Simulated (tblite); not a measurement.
Compound: C5H9NOSi2.
Atom-mapped SMILES: `[O:1]=[CH:2][C:3]1=[CH:4][Si@H:5]([NH:6][SiH3:7])[CH:8]=[CH:9]1` (hydrogens: H10 on C2; H11 on C4; H12 on Si5; H13 on N6; H14, H15, H16 on Si7; H17 on C8; H18 on C9)

Computed geometry: GFN2-xTB, gas phase.

Question: What internal coordinates does the optimisation give?

Answer: 
| bond | length (Å) |
| --- | --- |
| O1=C2 | 1.206 |
| C2–C3 | 1.463 |
| C3=C4 | 1.347 |
| C4–Si5 | 1.893 |
| Si5–N6 | 1.727 |
| N6–Si7 | 1.737 |
| Si5–C8 | 1.890 |
| C8=C9 | 1.336 |
| C3–C9 | 1.466 |
| C2–H10 | 1.110 |
| C4–H11 | 1.077 |
| Si5–H12 | 1.460 |
| N6–H13 | 1.008 |
| Si7–H14, Si7–H15, Si7–H16 | 1.463 |
| C8–H17 | 1.077 |
| C9–H18 | 1.080 |

Bonds in one row agree within 0.01 Å and their mean is given. A selection of angles:
| angle | degrees |
| --- | --- |
| O1–C2–C3 | 125.7 |
| O1–C2–H10 | 120.8 |
| C3–C2–H10 | 113.4 |
| C2–C3–C4 | 123.6 |
| C2–C3–C9 | 120.4 |
| C4–C3–C9 | 116.0 |
| C3–C4–Si5 | 109.1 |
| C3–C4–H11 | 121.7 |
| Si5–C4–H11 | 129.2 |
| C4–Si5–N6 | 111.4 |
| C4–Si5–C8 | 89.0 |
| C4–Si5–H12 | 113.6 |
| N6–Si5–C8 | 118.6 |
| N6–Si5–H12 | 109.2 |
| C8–Si5–H12 | 113.9 |
| Si5–N6–Si7 | 127.9 |
| Si5–N6–H13 | 114.8 |
| Si7–N6–H13 | 114.7 |
| N6–Si7–H14 | 105.2 |
| N6–Si7–H15 | 111.8 |
| H14–Si7–H15 | 110.8 |
| H14–Si7–H16 | 112.8 |
| H15–Si7–H16 | 110.0 |
| Si5–C8–C9 | 109.4 |
| Si5–C8–H17 | 128.7 |
| C9–C8–H17 | 121.8 |
| C8–C9–H18 | 125.5 |
| C3–C9–C8 | 116.4 |
| C3–C9–H18 | 118.2 |

Torsions: O1–C2–C3–C4 -179° (antiperiplanar); C2–C3–C4–Si5 178° (antiperiplanar); C3–C4–Si5–N6 123° (anticlinal); C4–Si5–N6–Si7 170° (antiperiplanar); C4–Si5–C8–C9 -2° (synperiplanar); Si5–C8–C9–C3 1° (synperiplanar); C2–C3–C9–C8 180° (antiperiplanar).

The C–C distances run from 1.336 Å (C8=C9, drawn double) to 1.466 Å (C3–C9, drawn single), a spread of 0.130 Å. Si7 (SiH3 silicon) is distorted tetrahedral (angles from 105.2° to 112.8°). N6 (nitrogen bridging silicon atoms) is almost planar (angles 127.9°, 114.8° and 114.7°, sum 357.4°, 0.13 Å off the plane of its three neighbours). Of the pairs four or more bonds apart, O1···H18 is among the closest relative to their van der Waals radii: 2.64 Å, 97 % of the sum of Bondi's values. Si5 (SiH silicon) has angles from 89.0° to 118.6°. The 5-membered ring C3–C4–Si5–C8–C9 has internal angles of 89.0° to 116.4° (sum 540°, against 540° for a flat polygon); it is almost planar, 0.01 Å rms from its mean plane, widest ring torsion 2°.

Point group: C1 (no symmetry element, even within 0.4 Å). Its GFN2-xTB frequencies are all real (lowest 22 cm⁻¹). The numbers are those of one conformer. 2 starts were optimised and ended at 0.00 and 0.22 kcal/mol (GFN2-xTB); the lowest of these is shown.
